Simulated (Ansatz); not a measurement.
Basis-set extrapolation for CH8F2N2Si2, SMILES `N[SiH2]C[Si](N)(F)F` (PBE0-D4/def2-TZVP geometry, frozen core, Ansatz 0.2.0). Multiplicity 1, RHF reference.

|  | def2-TZVPP | def2-QZVPP |
| --- | --- | --- |
| HF | -928.592083 | -928.628001 |
| MP2 correlation | -1.339681 | -1.450029 |
| CCSD(T) correlation | -1.432521 | not run |

Energies in hartree. Use E(X) = E(∞) + A·exp(−7.88·√X) for Hartree–Fock and E(X) = E(∞) + B·X^(−2.97) for correlation, with X = 3 and 4, and add CCSD(T) minus MP2 of the smaller set to the MP2 limit.

Q: What is the CCSD(T) energy at the basis-set limit?

A: HF limit: -928.628001 + (-0.035918) × 0.13774 = -928.63295. MP2 limit: -1.450029 + (-0.110348) × 0.74074 = -1.53177. Higher-order term: -1.432521 − (-1.339681) = -0.09284. Total: -930.25756 hartree, 611.6 kJ/mol below CCSD(T)/def2-TZVPP.
